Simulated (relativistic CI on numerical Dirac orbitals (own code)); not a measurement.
**Sm⁴⁴⁺: sensitivity of the levels to the model**

Base calculation: Dirac-Coulomb-Breit CI, separate exchange-only KLI orbitals for each configuration, a model potential for QED, unscaled Slater integrals.

Configuration list (outside the closed core [Ne]): 3s²3p⁶, 3s²3p⁵3d, 3s3p⁶3d, 3s²3p⁵4s, 3s²3p⁵4p, 3s²3p⁵4d, 3p⁶3d4p, 3s3p⁶4s, 3s²3p⁵4f, 3s3p⁶4p, 3s3p⁶4d, 3s3p⁶4f, 3s²3p⁵5s, 3s²3p⁵5p, 3s²3p⁵5d, 3s²3p⁵5f, 3s²3p⁵5g, 3s3p⁶5s, 3s3p⁶5p, 3s3p⁶5d, 3s3p⁶5f, 3p⁶3d², 3p⁵3d³, 3p⁵3d²4s, 3p⁵3d²4p, 3p⁵3d²4d, 3p⁶3d4s, 3p⁵3d4s², 3p⁵3d4s4p, 3p⁵3d4s4d, 3p⁶4s², 3p⁵4s²4p, 3p⁵4s²4d. Double excitations out of closed p, d and f shells are left out; levels of such configurations are missing from the list, as are those of other unlisted configurations, and high levels can miss mixing partners. These lack a partner that the ground configuration has and come out too high: 3s²3p⁵4f, 3s²3p⁵5s, 3s²3p⁵5p, 3s²3p⁵5d, 3s²3p⁵5f.

Variants: (1) QED terms removed; (2) configuration mixing switched off. Shifts of the energy above 3s²3p⁶ ¹S0, in eV, for the lowest level and the first level of each name with at least 55 % of one term (blank where a level changes its place among those of its configuration and J or its character, or is not in the variant):

```csv
Level,Base,Δ(1),Δ(2)
3s²3p⁶ ¹S0,0.00,0.00,0.00
3s²3p⁵3d ³P°0,188.03,+0.35,-0.12
3s²3p⁵3d ³P°1,195.89,+0.35,-0.12
3s²3p⁵3d ³F°3,200.85,+0.35,-0.02
3s²3p⁵3d ³F°4,228.60,+0.26,+0.05
3s²3p⁵3d ³D°3,242.43,+0.26,-0.12
3s²3p⁵3d ³F°2,345.80,+0.14,0.00
3s²3p⁵3d ¹P°1,379.90,+0.15,-0.09
3s3p⁶3d ³D1,513.77,+2.49,+0.01
3s3p⁶3d ³D2,518.56,+2.49,+0.02
3s3p⁶3d ³D3,547.43,+2.40,+0.01
3s3p⁶3d ¹D2,559.47,+2.41,+0.08
3p⁶3d² ³F2,1041.24,+4.98,-0.38
3p⁶3d² ³P0,1059.90,+4.98,-0.36
3p⁶3d² ³F3,1071.94,+4.89,-0.29
3p⁶3d² ¹G4,1082.85,+4.89,-0.31
3p⁶3d² ³P1,1084.78,+4.89,-0.28
3p⁶3d² ³F4,1110.37,+4.81,-0.31
3p⁶3d² ¹S0,1138.24,+4.81,-0.53
3p⁵3d³ ⁵D°0,1235.62,+5.31,-0.43
3p⁵3d³ ³P°1,1301.26,+5.16,-0.39
3p⁵3d³ ³I°7,1301.45,+5.15,-0.41
```

At this charge energies of transitions that change n are usually good to better than 1 %, and those within a shell (Δn = 0) to a few per cent.

Ionisation energy from the two ground configurations alone: base 3668.97 eV. The NIST ASD value (theoretical) is 3669 eV.

LS names give the leading component of a level, which can be under half, so a name can repeat, a term be missing and a line seem to break the LS rules.
